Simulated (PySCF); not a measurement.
Job file and geometry (Å, from GFN2-xTB) of an NMR shielding run on SMILES Cc1ccc(P(C)P)cc1, C8H12P2, PySCF 2.14.0, density-fitted response routines, GIAO PBE0/pcSseg-1 NMR shielding, non-relativistic, gas phase; density fitting, a coarse starting grid and PySCF grid level 2 are the driver's defaults:

```
$ OMP_NUM_THREADS=1 python probes_run.py task.json out

{"job": {"kind": "nmr", "xc": "PBE0", "basis": "pcSseg-1"}, "charge": 0, "multiplicity": 1}
C      3.654519     0.004870     0.402021
C      2.187265     0.048286     0.102487
C      1.726393    -0.124235    -1.197305
C      0.373451    -0.106020    -1.476329
C     -0.554721     0.080224    -0.458310
P     -2.334171     0.072895    -0.910026
C     -2.857202    -1.425145     0.056962
P     -3.027174     1.582828     0.494970
C     -0.097990     0.261397     0.842010
C      1.256049     0.244290     1.115703
H      3.879110     0.529850     1.327325
H      4.227669     0.451961    -0.407467
H      3.980569    -1.030287     0.511343
H      2.436031    -0.271479    -1.999206
H      0.024234    -0.236523    -2.491196
H     -2.444138    -2.311934    -0.421141
H     -3.944586    -1.490272     0.039842
H     -2.509957    -1.371113     1.087689
H     -2.505320     2.621485    -0.272779
H     -4.270159     1.676630    -0.125927
H     -0.805885     0.423787     1.646198
H      1.595602     0.387891     2.132286
```

Problem. Write the output of this run.

Solution. 
```
coarse grid: 19376 points
cycle   1  E = -993.9668865654  dE =  1.432e+00  |g| = 4.309e-01  |ddm| = 4.619e+00
cycle   2  E = -993.9638206980  dE =  3.066e-03  |g| = 4.514e-01  |ddm| = 1.094e+00
cycle   3  E = -994.0178241354  dE = -5.400e-02  |g| = 5.066e-02  |ddm| = 5.650e-01
cycle   4  E = -994.0182087952  dE = -3.847e-04  |g| = 3.522e-02  |ddm| = 1.108e-01
cycle   5  E = -994.0185090434  dE = -3.002e-04  |g| = 1.105e-02  |ddm| = 4.738e-02
cycle   6  E = -994.0185432773  dE = -3.423e-05  |g| = 2.811e-03  |ddm| = 1.686e-02
cycle   7  E = -994.0185451224  dE = -1.845e-06  |g| = 5.741e-04  |ddm| = 3.225e-03
final grid: 177984 points
cycle   8  E = -994.0786359059  dE = -4.145e-05  |g| = 9.054e-03  |ddm| = 5.993e-02
cycle   9  E = -994.0786294025  dE =  6.503e-06  |g| = 1.035e-02  |ddm| = 2.335e-02
cycle  10  E = -994.0786580078  dE = -2.861e-05  |g| = 7.005e-04  |ddm| = 1.297e-02
cycle  11  E = -994.0786581160  dE = -1.083e-07  |g| = 2.848e-04  |ddm| = 1.099e-03
cycle  12  E = -994.0786581341  dE = -1.807e-08  |g| = 1.163e-04  |ddm| = 4.194e-04
cycle  13  E = -994.0786581378  dE = -3.661e-09  |g| = 2.993e-05  |ddm| = 1.670e-04
cycle  14  E = -994.0786581380  dE = -2.149e-10  |g| = 8.337e-06  |ddm| = 3.703e-05
converged SCF energy = -994.0786581380

GIAO shielding tensors (ppm)
atom      isotropic    diamagn.    paramagn.     s11        s22        s33       span
  0 C      162.769     243.002     -80.233    141.655    157.157    189.497     47.842
  1 C       41.340     263.954    -222.614    -60.990      7.465    177.545    238.535
  2 C       53.111     253.337    -200.225    -50.187     45.677    163.845    214.032
  3 C       45.627     251.811    -206.184    -64.339     42.029    159.191    223.530
  4 C       44.004     266.279    -222.276    -43.678     -2.790    178.479    222.158
  5 P      404.465     967.354    -562.888    351.153    391.576    470.667    119.514
  6 C      165.098     252.863     -87.765    152.519    159.979    182.797     30.278
  7 P      525.378     967.649    -442.271    450.820    535.712    589.602    138.783
  8 C       49.873     255.770    -205.898    -61.399     33.254    177.763    239.161
  9 C       51.850     253.483    -201.633    -53.266     47.338    161.478    214.744
 10 H       29.440      27.727       1.713     24.251     29.101     34.969     10.718
 11 H       29.249      27.069       2.181     24.149     28.603     34.996     10.846
 12 H       28.928      26.636       2.291     25.468     26.187     35.127      9.659
 13 H       24.285      33.149      -8.863     20.314     24.057     28.486      8.173
 14 H       23.818      32.958      -9.140     19.650     22.756     29.049      9.398
 15 H       30.270      30.875      -0.606     25.754     27.966     37.089     11.335
 16 H       30.674      29.629       1.045     26.348     27.046     38.627     12.279
 17 H       30.392      31.879      -1.487     25.882     30.109     35.186      9.304
 18 H       29.438      30.058      -0.620     24.275     27.438     36.601     12.326
 19 H       29.247      30.530      -1.283     23.594     26.338     37.808     14.214
 20 H       23.433      33.728     -10.295     18.583     21.026     30.691     12.108
 21 H       24.206      33.874      -9.667     20.229     23.568     28.822      8.593
```

Size and cost of the density-fitted run: 244 basis functions, 110 s wall time on 1 thread of an Arm Neoverse N1, shared host; peak memory 1.1 GiB.
